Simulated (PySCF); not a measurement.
## Two-component Hartree-Fock for N⁺ (nitrogen, charge +1)

Start: [He] 2s2 2p2; 2p1/2 filled at m_j = -1/2, +1/2. Calculated with PySCF 2.14 in x2c-SVPall-2c (3s2p1d, 14 functions): generalised Hartree-Fock with the X2C-1e Hamiltonian and a Gaussian nucleus; one run each with spin-orbit coupling (SO) switched off, then screened by Boettger's factors.

```
spinor shell  electrons  ε, spin-free (eV)  ε, screened SO (eV)  weight of nominal j (screened SO)  rms radius, screened SO (bohr)
       1s1/2          2            -443.40              -443.39                              1.000                           0.265
       2s1/2          2            -39.403              -39.402                              1.000                            1.39
       2p1/2          2            -30.434              -30.437                              0.502                            1.40
```

| quantity | spin-free | screened SO |
| --- | --- | --- |
| E (hartree) | -53.84736 | -53.84761 |
| M_J | 0 | 0 |
| ⟨J²⟩ | 2.006 | 1.996 |
| ⟨L²⟩ | 2.002 | 2.002 |
| ⟨S²⟩ | 2.004 | 2.004 |

The determinant has a definite M_J but mixes levels of different J.

Each row is a mean over spinors that exchange with the open shell spreads, by up to 8.535 eV (2s1/2).

Rows whose weight is well below 1 are mixtures of j = l ± 1/2: exchange outweighs spin-orbit coupling there, and the label is only the starting occupation.

Without spin-orbit coupling the j labels of p, d and f shells carry no meaning; the spin-free column gives the mean over the occupied spinors of each nl shell.
